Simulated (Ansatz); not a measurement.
## A basis-limit estimate, worked out

An elementary step of Si$_{2}$H$_{6}$ClOF$_{3}$, singlet (Si₂H₃F₃ ([F][Si]([F])([F])[SiH3]) + HCl + H₂O → SiClF₃ ([F][Si]([F])([F])[Cl]) + SiH₄ + H₂O; bonds formed: Si1–Cl7, Si2–H8, H6–O9; bonds broken: Si1–Si2, H6–Cl7, H8–O9). “Start” is the structure reached by relaxing down from the saddle towards the reactants; PBE0-D4/def2-TZVP structures. The saddle:

```xyz
13
angstrom
Si -0.6195 1.0777 -0.2948
Si 0.4121 -1.0059 -1.1852
F -0.5432 2.4257 -1.1263
F -1.8641 0.4366 -1.1217
F -1.3656 1.2352 1.1197
H 0.9139 -0.0199 1.8351
Cl 1.3955 1.5580 0.6144
H 0.0353 -0.7029 0.6573
O 0.2924 -0.8050 1.8404
H 1.7248 -1.5305 -0.7299
H -0.5169 -2.0932 -1.5683
H 0.6430 -0.0847 -2.3334
H -0.5078 -0.4913 2.2927
```

Ansatz 0.2.0; basis: def2-TZVPP and def2-QZVPP; cores frozen in the correlated methods.

Energies in eV:

| quantity | saddle | start |
| --- | --- | --- |
| Hartree–Fock, triple zeta (X = 3) | -38486.72042 | -38489.64184 |
| Hartree–Fock, quadruple zeta (X = 4) | -38488.06269 | -38490.99688 |
| MP2 correlation, X = 3 | -40.80676 | -39.77030 |
| MP2 correlation, X = 4 | -44.53086 | -43.44850 |
| CCSD(T) correlation, X = 3 | -43.38006 | -42.44197 |

Work out the barrier at the basis limit: extrapolate Hartree–Fock as E(X) = E∞ + A exp(−7.88 √X) and the MP2 correlation as E(X) = E∞ + B X^−2.97 (the exponents that Neese and Valeev fitted for def2-TZVPP and QZVPP), then add CCSD(T) − MP2 in triple zeta.

Each step is linear, so take the differences first (saddle − start): Hartree–Fock 2.92142 (X = 3) and 2.93419 (X = 4); MP2 correlation -1.03646 and -1.08236; CCSD(T) correlation -0.93809.
Two points give E∞ = E(4) + w [E(4) − E(3)], with w = 1/(exp(7.88 (2 − √3)) − 1) = 0.1377 for Hartree–Fock and w = 1/((4/3)^2.97 − 1) = 0.7407 for the correlation.
Hartree–Fock: 2.93419 + 0.1377 × 0.01277 = 2.9359 eV.
MP2 correlation: -1.08236 + 0.7407 × (-0.04590) = -1.1164 eV.
CCSD(T) − MP2: -0.93809 − (-1.03646) = 0.0984 eV.
Sum: 2.9359 + (-1.1164) + 0.0984 = 1.9179 eV, or 44.23 kcal/mol. Plain CCSD(T) in triple zeta gives 1.9833 eV, so the larger basis shifts the result by -0.0654 eV.

T1 diagnostic: at most 0.013.

Labels in which every atom is bracketed show which atoms are joined, not bond orders.

For scale, one of the runs: CCSD(T)/def2-TZVPP, 334 basis functions, launched by `ansatz run in.yaml --threads 2 --pin off --events-out ev --progress --plain --max-ram 32768MiB --backend cuda --devices 0, --max-vram 18GiB`. Hardware: 2 CPU threads of an AMD EPYC 7R13 and a share of one NVIDIA H100, shared host. Wall time 33 s; peak host memory 0.8 GiB.
